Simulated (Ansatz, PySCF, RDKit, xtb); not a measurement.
Noncovalent pair: N2 (SMILES N#N) (first 2 atoms) with H4OSi (SMILES O[SiH3]); geometry from B3LYP-D3(BJ)/def2-TZVP, rigid monomers moved along the line of their centres of mass till N2···H5 is 2.57 Å.
(charge 0, multiplicity 1):
```xyz
8

N      0.50565     0.47640    -1.19338
N      0.49268     0.56277    -0.10673
O      0.35118     0.69568     3.41151
Si    -0.41186    -0.59478     4.09953
H      0.42781     0.71990     2.45365
H     -1.81887    -0.71142     3.63925
H     -0.38236    -0.36104     5.55694
H      0.27486    -1.87287     3.78333
```

Monomers are frozen at their geometry in the pair; levels with a basis set take the counterpoise correction. RDKit's UFF carries no charges.

The values were computed with Ansatz (Gaussian basis) for Hartree–Fock, density functionals and correlated methods; PySCF for the dispersion terms; RDKit for the force fields; xtb for the GFN methods. Each number belongs to the level named beside it.

### Question
One of these levels gives 6.3 meV for the interaction energy. Name it.
A) GFN1-xTB
B) UFF
C) PBE-D4/def2-TZVPPD

### Answer
B, UFF. The others give -51.9 (GFN1-xTB), -66.8 (PBE-D4/def2-TZVPPD)

Ansatz is a quantum-chemistry and plane-wave program.
